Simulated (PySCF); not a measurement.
## Calculated data, F$_{3}$Si, BH$_{2}$NO

Computed with PySCF 2.14.0. Calculation on a computer-drawn molecule: vertical ionisation energy to the stated ion spin, frozen-core CCSD(T) at the basis limit and cheaper methods, single-reference cases, UHF for radicals, no spin-orbit; all values are single points at the evaluated structure, the first of each entry, which is the reference or a displaced copy of it and isn't optimised; the reference structure only sets the zero of the energies above reference; triples share is (T) over the correlation energy.

Common to all runs: charge 0; diffuse functions no; reference is the Hartree-Fock double-zeta minimum; best is HF at quadruple zeta + MP2 correlation extrapolated from triple and quadruple zeta + CCSD(T) minus MP2 at triple zeta; basis step is the size of the change from the same recipe one zeta lower.

(1) F$_{3}$Si

Evaluated structure:
```xyz
4
F3Si
F     -1.1066    -4.1005    -2.8884
Si    -1.8711    -2.9075    -2.0452
F     -1.0304    -1.4968    -2.5497
F     -1.8102    -3.1617    -0.4969
```

Reference structure:
```xyz
4
F3Si
F     -1.1278    -4.0638    -2.8178
Si    -1.8866    -2.8799    -2.0710
F     -1.1484    -1.5204    -2.4476
F     -1.7110    -3.1065    -0.5048
```

Settings of this run: multiplicity 2, ion multiplicity 1 and basis cc-pV(n+d)Z.

It finds ionisation energy best 10.87 eV; ionisation energy basis step 0.08596 eV; energy above reference best 9.219 kcal/mol; energy above reference basis step 0.9602 kcal/mol; total energy HF triple zeta -587.5268 hartree; total energy CCSD(T) triple zeta -588.4020 hartree; total energy best -588.5728 hartree; T1 diagnostic at triple zeta 0.0146; D1 diagnostic at triple zeta 0.05163; spin squared at triple zeta 0.7527; ion T1 diagnostic at triple zeta 0.01916; ion D1 diagnostic at triple zeta 0.07081; triples share at triple zeta 0.0296; basis functions triple zeta 129; dipole magnitude HF at triple zeta 1.789 debye; dipole magnitude CCSD unrelaxed at triple zeta 1.494 debye; dipole magnitude PBE at triple zeta 1.281 debye; dipole magnitude r2SCAN at triple zeta 1.38 debye; dipole magnitude B3LYP at triple zeta 1.465 debye; dipole magnitude wB97X at triple zeta 1.447 debye.

Drawn bonds:
```tsv
atom	other atom	order
1	2	1
2	3	1
2	4	1
```

Triple zeta:
```tsv
method	ionisation energy (eV)	energy above reference (kcal/mol)
HF	11.04	12.84
PBE	10.53	5.943
r2SCAN	10.82	8.405
B3LYP	10.86	7.782
wB97X	10.81	8.292
MP2	10.62	8.648
CCSD	10.8	9.625
CCSD(T)	10.7	8.968
```

(2) BH$_{2}$NO

Evaluated structure:
```xyz
5
BH2NO
N     -0.4501    -1.6634    -1.6357
B      0.3740    -1.1180    -0.8932
O      1.1580    -0.4181    -0.1593
H     -1.1608    -2.1126    -2.2935
H      1.7796    -0.9865     0.3511
```

Reference structure:
```xyz
5
BH2NO
N     -0.5106    -1.6825    -1.6239
B      0.2853    -1.0951    -0.8928
O      1.1421    -0.4506    -0.1037
H     -1.1587    -2.1280    -2.2130
H      1.7876    -1.0052     0.3100
```

Settings of this run: multiplicity 1, ion multiplicity 2 and basis cc-pVnZ.

Results for BH$_{2}$NO: ionisation energy best 10.38 eV; ionisation energy basis step 0.09028 eV; energy above reference best 6.048 kcal/mol; energy above reference basis step 0.205 kcal/mol; ionisation energy Koopmans at triple zeta 10.8 eV; ionisation energy EOM CCSD at triple zeta 10.15 eV; total energy HF triple zeta -155.2575 hartree; total energy CCSD(T) triple zeta -155.8228 hartree; total energy best -155.9050 hartree; T1 diagnostic at triple zeta 0.01309; D1 diagnostic at triple zeta 0.0329; ion T1 diagnostic at triple zeta 0.0217; ion D1 diagnostic at triple zeta 0.09722; ion spin squared at triple zeta 0.7629; triples share at triple zeta 0.03978; basis functions triple zeta 118; dipole magnitude HF at triple zeta 1.968 debye; dipole magnitude CCSD unrelaxed at triple zeta 1.702 debye; dipole magnitude PBE at triple zeta 1.687 debye; dipole magnitude r2SCAN at triple zeta 1.759 debye; dipole magnitude B3LYP at triple zeta 1.755 debye; dipole magnitude wB97X at triple zeta 1.818 debye.

Drawn bonds:
```tsv
atom	other atom	order
1	2	2
2	3	1
1	4	1
3	5	1
```

Triple zeta:
```tsv
method	ionisation energy (eV)	energy above reference (kcal/mol)
HF	8.655	8.04
PBE	10.05	5.041
r2SCAN	9.949	5.718
B3LYP	10.12	5.91
wB97X	10.09	6.253
MP2	10.37	6.25
CCSD	10.06	6.503
CCSD(T)	10.16	6.247
```

(3) BH$_{2}$NO

Evaluated structure:
```xyz
5
BH2NO
N     -0.5163    -1.5930    -1.5562
B      0.2656    -1.0090    -0.9693
O      0.9722    -0.4397    -0.1984
H     -1.1153    -2.1572    -2.1895
H      1.6671    -1.0580     0.2400
```

Reference structure:
```xyz
5
BH2NO
N     -0.5106    -1.6825    -1.6239
B      0.2853    -1.0951    -0.8928
O      1.1421    -0.4506    -0.1037
H     -1.1587    -2.1280    -2.2130
H      1.7876    -1.0052     0.3100
```

Here we set multiplicity 1, ion multiplicity 2 and basis cc-pVnZ.

Results for BH$_{2}$NO: ionisation energy best 10.56 eV; ionisation energy basis step 0.08369 eV; energy above reference best 36.03 kcal/mol; energy above reference basis step 1.698 kcal/mol; ionisation energy Koopmans at triple zeta 11.03 eV; ionisation energy EOM CCSD at triple zeta 10.33 eV; total energy HF triple zeta -155.2157 hartree; total energy CCSD(T) triple zeta -155.7724 hartree; total energy best -155.8572 hartree; T1 diagnostic at triple zeta 0.01111; D1 diagnostic at triple zeta 0.02656; ion T1 diagnostic at triple zeta 0.02187; ion D1 diagnostic at triple zeta 0.1044; ion spin squared at triple zeta 0.7624; triples share at triple zeta 0.03716; basis functions triple zeta 118; dipole magnitude HF at triple zeta 2.115 debye; dipole magnitude CCSD unrelaxed at triple zeta 1.918 debye; dipole magnitude PBE at triple zeta 1.888 debye; dipole magnitude r2SCAN at triple zeta 1.95 debye; dipole magnitude B3LYP at triple zeta 1.944 debye; dipole magnitude wB97X at triple zeta 1.993 debye.

Drawn bonds:
```tsv
atom	other atom	order
1	2	2
2	3	1
1	4	1
3	5	1
```

Triple zeta:
```tsv
method	ionisation energy (eV)	energy above reference (kcal/mol)
HF	8.945	34.28
PBE	10.19	36.54
r2SCAN	10.13	35.08
B3LYP	10.29	34.92
wB97X	10.29	35.47
MP2	10.55	38.06
CCSD	10.27	37.03
CCSD(T)	10.35	37.9
```

(4) BH$_{2}$NO

Evaluated structure:
```xyz
5
BH2NO
N     -0.5163    -1.5930    -1.5562
B      0.2656    -1.0090    -0.9693
O      0.9437    -0.4627    -0.2295
H     -1.1153    -2.1572    -2.1895
H      1.6386    -1.0810     0.2089
```

Reference structure:
```xyz
5
BH2NO
N     -0.5106    -1.6825    -1.6239
B      0.2853    -1.0951    -0.8928
O      1.1421    -0.4506    -0.1037
H     -1.1587    -2.1280    -2.2130
H      1.7876    -1.0052     0.3100
```

Settings of this run: multiplicity 1, ion multiplicity 2 and basis cc-pVnZ.

Results for BH$_{2}$NO: ionisation energy best 10.38 eV; ionisation energy basis step 0.08352 eV; energy above reference best 52.03 kcal/mol; energy above reference basis step 2.302 kcal/mol; ionisation energy Koopmans at triple zeta 10.85 eV; ionisation energy EOM CCSD at triple zeta 10.15 eV; total energy HF triple zeta -155.1908 hartree; total energy CCSD(T) triple zeta -155.7459 hartree; total energy best -155.8317 hartree; T1 diagnostic at triple zeta 0.01091; D1 diagnostic at triple zeta 0.02604; ion T1 diagnostic at triple zeta 0.01942; ion D1 diagnostic at triple zeta 0.08992; ion spin squared at triple zeta 0.7618; triples share at triple zeta 0.03681; basis functions triple zeta 118; dipole magnitude HF at triple zeta 2.284 debye; dipole magnitude CCSD unrelaxed at triple zeta 2.068 debye; dipole magnitude PBE at triple zeta 2.029 debye; dipole magnitude r2SCAN at triple zeta 2.099 debye; dipole magnitude B3LYP at triple zeta 2.091 debye; dipole magnitude wB97X at triple zeta 2.149 debye.

Drawn bonds:
```tsv
atom	other atom	order
1	2	2
2	3	1
1	4	1
3	5	1
```

Triple zeta:
```tsv
method	ionisation energy (eV)	energy above reference (kcal/mol)
HF	8.744	49.9
PBE	10.06	52.82
r2SCAN	9.977	50.89
B3LYP	10.14	50.81
wB97X	10.12	51.48
MP2	10.37	54.64
CCSD	10.09	53.48
CCSD(T)	10.18	54.52
```

(5) BH$_{2}$NO

Evaluated structure:
```xyz
5
BH2NO
N     -0.5163    -1.5930    -1.5562
B      0.2656    -1.0090    -0.9693
O      0.9586    -0.4507    -0.2133
H     -1.1153    -2.1572    -2.1895
H      1.6535    -1.0690     0.2251
```

Reference structure:
```xyz
5
BH2NO
N     -0.5106    -1.6825    -1.6239
B      0.2853    -1.0951    -0.8928
O      1.1421    -0.4506    -0.1037
H     -1.1587    -2.1280    -2.2130
H      1.7876    -1.0052     0.3100
```

Here we set multiplicity 1, ion multiplicity 2 and basis cc-pVnZ.

Results for BH$_{2}$NO: ionisation energy best 10.48 eV; ionisation energy basis step 0.08351 eV; energy above reference best 42.87 kcal/mol; energy above reference basis step 1.975 kcal/mol; ionisation energy Koopmans at triple zeta 10.95 eV; ionisation energy EOM CCSD at triple zeta 10.25 eV; total energy HF triple zeta -155.2051 hartree; total energy CCSD(T) triple zeta -155.7610 hartree; total energy best -155.8463 hartree; T1 diagnostic at triple zeta 0.01101; D1 diagnostic at triple zeta 0.02621; ion T1 diagnostic at triple zeta 0.02064; ion D1 diagnostic at triple zeta 0.09717; ion spin squared at triple zeta 0.7621; triples share at triple zeta 0.037; basis functions triple zeta 118; dipole magnitude HF at triple zeta 2.192 debye; dipole magnitude CCSD unrelaxed at triple zeta 1.986 debye; dipole magnitude PBE at triple zeta 1.953 debye; dipole magnitude r2SCAN at triple zeta 2.018 debye; dipole magnitude B3LYP at triple zeta 2.011 debye; dipole magnitude wB97X at triple zeta 2.064 debye.

Drawn bonds:
```tsv
atom	other atom	order
1	2	2
2	3	1
1	4	1
3	5	1
```

Triple zeta:
```tsv
method	ionisation energy (eV)	energy above reference (kcal/mol)
HF	8.85	40.92
PBE	10.13	43.51
r2SCAN	10.06	41.83
B3LYP	10.22	41.71
wB97X	10.21	42.32
MP2	10.47	45.16
CCSD	10.18	44.07
CCSD(T)	10.27	45.02
```

(6) BH$_{2}$NO

Evaluated structure:
```xyz
5
BH2NO
N     -0.5163    -1.5930    -1.5562
B      0.2656    -1.0090    -0.9693
O      1.0844    -0.3493    -0.0760
H     -1.1153    -2.1572    -2.1895
H      1.7793    -0.9676     0.3624
```

Reference structure:
```xyz
5
BH2NO
N     -0.5106    -1.6825    -1.6239
B      0.2853    -1.0951    -0.8928
O      1.1421    -0.4506    -0.1037
H     -1.1587    -2.1280    -2.2130
H      1.7876    -1.0052     0.3100
```

Here we set multiplicity 1, ion multiplicity 2 and basis cc-pVnZ.

The calculation gives: ionisation energy best 11.12 eV; ionisation energy basis step 0.09442 eV; energy above reference best 18.18 kcal/mol; energy above reference basis step 0.1326 kcal/mol; ionisation energy Koopmans at triple zeta 11.66 eV; ionisation energy EOM CCSD at triple zeta 10.9 eV; total energy HF triple zeta -155.2401 hartree; total energy CCSD(T) triple zeta -155.8031 hartree; total energy best -155.8857 hartree; T1 diagnostic at triple zeta 0.012; D1 diagnostic at triple zeta 0.03019; ion T1 diagnostic at triple zeta 0.03748; ion D1 diagnostic at triple zeta 0.1946; ion spin squared at triple zeta 0.764; triples share at triple zeta 0.03852; basis functions triple zeta 118; dipole magnitude HF at triple zeta 1.758 debye; dipole magnitude CCSD unrelaxed at triple zeta 1.642 debye; dipole magnitude PBE at triple zeta 1.593 debye; dipole magnitude r2SCAN at triple zeta 1.625 debye; dipole magnitude B3LYP at triple zeta 1.644 debye; dipole magnitude wB97X at triple zeta 1.667 debye.

Drawn bonds:
```tsv
atom	other atom	order
1	2	2
2	3	1
1	4	1
3	5	1
```

Triple zeta:
```tsv
method	ionisation energy (eV)	energy above reference (kcal/mol)
HF	9.641	18.96
PBE	10.57	17.61
r2SCAN	10.58	18.07
B3LYP	10.76	17.39
wB97X	10.85	17.81
MP2	11.19	18.9
CCSD	10.87	18.37
CCSD(T)	10.91	18.62
```
